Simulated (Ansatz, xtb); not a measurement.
# Relative energy of two isomers of C3H11NSSi

Structure I: `CC[Si@H](N)SC`, a singlet. Structure II: `CS[Si](C)(C)N`, a singlet. Both are isolated molecules in the gas phase, relaxed with r2SCAN-D4/def2-SVP; each stands in its lowest conformer found.

I (Å):

```
atom    x (Å)    y (Å)    z (Å)
   C   1.0247   2.0213  -0.8262
   C   0.3165   1.5648   0.4514
   C   2.3895  -1.2875   1.5104
   N  -0.9193  -0.5723   1.9756
   S   1.3571  -1.6067   0.0290
  Si  -0.2483  -0.2303   0.4150
   H   1.9064   1.3942  -1.0356
   H   0.3612   1.9459  -1.7033
   H   1.3620   3.0681  -0.7565
   H  -0.5698   2.1975   0.6508
   H   0.9754   1.6914   1.3305
   H  -1.1456  -0.4649  -0.7632
   H  -1.3356  -1.4781   2.1698
   H  -1.3850   0.1620   2.5006
   H   1.7531  -1.1842   2.4013
   H   3.0547  -2.1524   1.6379
   H   3.0019  -0.3830   1.3801
```

II (Å):

| atom | x (Å) | y (Å) | z (Å) |
| --- | --- | --- | --- |
| C | 1.0793 | 0.7658 | 2.5008 |
| C | -2.3340 | -0.1921 | -0.5109 |
| C | 0.0385 | 1.7484 | -0.9144 |
| N | 0.6028 | -1.0192 | -0.3431 |
| S | -0.6906 | 0.4943 | 2.1163 |
| Si | -0.5701 | 0.2166 | -0.0200 |
| H | 1.7032 | 0.0955 | 1.8914 |
| H | 1.3688 | 1.8121 | 2.3226 |
| H | 1.2262 | 0.5326 | 3.5643 |
| H | -3.0252 | 0.6174 | -0.2240 |
| H | -2.6812 | -1.1169 | -0.0227 |
| H | -2.4101 | -0.3352 | -1.6017 |
| H | 1.0495 | 2.0333 | -0.5816 |
| H | 0.0761 | 1.5853 | -2.0052 |
| H | -0.6327 | 2.6007 | -0.7245 |
| H | 0.4828 | -1.9696 | -0.0078 |
| H | 1.1844 | -0.9869 | -1.1738 |

Quicker runs give these differences E(II) − E(I): GFN2-xTB +23.3 kJ/mol; HF/STO-3G −55.8 kJ/mol (at GFN2-xTB geometries); r2SCAN-D4/def2-SVP//GFN2-xTB −52.7 kJ/mol.

Question: Estimate E(II) − E(I) at the level CCSD(T)/def2-SVP + ΔMP2/def2-TZVPP.

Answer: Calculated at CCSD(T)/def2-SVP + ΔMP2/def2-TZVPP: E(II) − E(I) = −55.1 kJ/mol, so structure II lies lower.

The same difference at several levels:

```csv
level,geometry,E(II) − E(I) (kJ/mol),departure from the last row (kJ/mol),"job, with rough time for the two"
GFN2-xTB,GFN2-xTB,+23.3,+78.4,"optimisation, 0.28 s"
HF/STO-3G,GFN2-xTB,−55.8,−0.7,"single point, 0.4 s"
r2SCAN-D4/def2-SVP//GFN2-xTB,GFN2-xTB,−52.7,+2.4,"single point, 4.2 s"
r2SCAN-D4/def2-SVP,r2SCAN-D4/def2-SVP,−52.7,+2.4,"optimisation, 61 s"
HF/def2-SVP,r2SCAN-D4/def2-SVP,−46.4,+8.7,part of the CCSD(T) run
MP2/def2-SVP,r2SCAN-D4/def2-SVP,−46.5,+8.5,part of the CCSD(T) run
CCSD(T)/def2-SVP,r2SCAN-D4/def2-SVP,−42.7,+12.4,single point
CCSD(T)/def2-SVP + ΔMP2/def2-TZVPP,r2SCAN-D4/def2-SVP,−55.1,,"single point, 74 s"
```

As drawn, II has 1 C–Si, 1 C–H in place of 1 C–C, 1 Si–H.

GFN2-xTB puts the two in the other order. The largest departure from CCSD(T)/def2-SVP + ΔMP2/def2-TZVPP is that of GFN2-xTB, 78.4 kJ/mol. The last row adds to CCSD(T) the change of the MP2 difference between the two basis sets, here −12.4 kJ/mol.

With thermal terms from frequencies at re-optimised GFN2-xTB minima (ideal gas, soft modes damped towards free rotors, one conformer each, 298.15 K, 1 atm): the zero-point term adds +0.2 kJ/mol; ΔH is −52.7 and ΔG −57.3 kJ/mol.

The correlated steps freeze 14 core orbitals. Mirror images aren't counted in ΔG. Run with Ansatz 0.2.0, xtb 6.7.1; the last row on 4 threads of Arm Neoverse V1 on a shared host.
